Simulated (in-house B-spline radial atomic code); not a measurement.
Ag⁶⁺: [Kr] 4d5

Method: non-relativistic r2SCAN0, spin-polarised, spherical fractional occupations, exact exchange averaged over the configuration, point nucleus. Calculated with a B-spline radial code for spherical atoms.

Z_r = [3n² - l(l+1)]/(2<r>); Z_e = n√(-2ε); the last column is Slater's effective charge. Values are occupation-weighted means over spin.

```tsv
shell	electrons	ε (eV)	<r> (bohr)	Z_r	Z_e	Slater
1s	2	-24749	0.03239	46.30	42.65	46.70
2s	2	-3687.4	0.1404	42.74	32.93	42.85
2p	6	-3433.9	0.1201	41.65	31.77	42.85
3s	2	-767.62	0.3796	35.56	22.53	35.75
3p	6	-664.66	0.3719	33.61	20.97	35.75
3d	10	-475.6	0.3447	30.46	17.74	25.85
4s	2	-189.29	0.9158	26.21	14.92	19.25
4p	6	-154.77	0.9659	23.81	13.49	19.25
4d	5	-101.84	1.106	18.98	10.94	9.60
```

The least bound orbital is 4d up at -101.8 eV, and it is also the most diffuse (<r> = 1.106 bohr).
